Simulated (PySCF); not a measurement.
Compound: C₃H₄AlFO₂.
Geometry (GFN2-xTB, Å), atoms numbered from 1 in this order:
```xyz
11
C3H4AlFO2 angstrom
F     -1.9156   -1.8696   -0.1412
C     -0.9522   -0.9373   -0.0710
C     -1.3636    0.3912   -0.1325
C     -0.3870    1.3664   -0.0627
O      0.8523    1.1175    0.0533
Al     1.7923   -0.4263    0.1672
O      0.2036   -1.3689    0.0410
H     -2.4066    0.6315   -0.2305
H     -0.6825    2.4204   -0.1089
H      2.5569   -0.6863   -1.1406
H      2.3077   -0.6359    1.6000
```

The closed-shell SCF was solved with PySCF and density fitting under several settings on one GFN2-xTB geometry (grid level 2 and gas phase unless stated).

```
                            settings  basis functions  SCF cycles     E (Eh)  HOMO (eV)  LUMO (eV)  dipole (D)
                       PBE0/pcSseg-1              146          14  -608.9695      -7.64      -2.32        3.48
                      PBE0/def2-SVPD              185          14  -608.6844      -7.62      -2.44        3.49
CAM-B3LYP/ANO-RCC-VDZP, grid level 3              122          13  -609.4251      -8.93      -1.13        3.65
```

Q: Estimate the row for these settings: PBE0/def2-SVP, start guess vsap.

A: 
| settings | basis functions | SCF cycles | E (Eh) | HOMO (eV) | LUMO (eV) | dipole (D) |
| --- | --- | --- | --- | --- | --- | --- |
| PBE0/def2-SVP, start guess vsap | 122 | 14 | -608.6624 | -7.56 | -2.22 | 3.49 |

Q: Over all rows, what range does the HOMO–LUMO gap span?

A: From 5.18 eV (PBE0/def2-SVPD) to 7.80 eV (CAM-B3LYP/ANO-RCC-VDZP, grid level 3). The functional of the narrowest has 25 % exact exchange, that of the widest range-separated exact exchange.

Q: And the dipole moment?

A: From 3.48 D (PBE0/pcSseg-1) to 3.65 D (CAM-B3LYP/ANO-RCC-VDZP, grid level 3); the largest is 1.05 times the smallest, and the median is 3.49 D.

Q: Compare two rows with the functional PBE0: PBE0/def2-SVP, start guess vsap and PBE0/def2-SVPD. Which energy is lower, and by how much?

A: PBE0/def2-SVPD (185 functions) lies 0.0220 Eh or 14 kcal/mol below PBE0/def2-SVP, start guess vsap (122 functions).

Whole jobs, the steps after the SCF included, on one thread of an Arm Neoverse N1, on a shared host:

| settings | work after the SCF | wall time |
| --- | --- | --- |
| PBE0/pcSseg-1 | shieldings, ring-centre shieldings, charges and field gradients | 24 s |
| PBE0/def2-SVPD | 6 singlets by full TDDFT, 2 Tamm–Dancoff triplets, polarisability | 34 s |
| CAM-B3LYP/ANO-RCC-VDZP, grid level 3 | 3 singlets by full TDDFT, 5 Tamm–Dancoff triplets, polarisability | 31 s |
| PBE0/def2-SVP, start guess vsap | 3 singlets by TDA, polarisability | 16 s |

Cycle counts include a coarse-grid stage where the run had one. ANO-RCC sets were contracted for a scalar-relativistic Hamiltonian, but ran non-relativistically here.
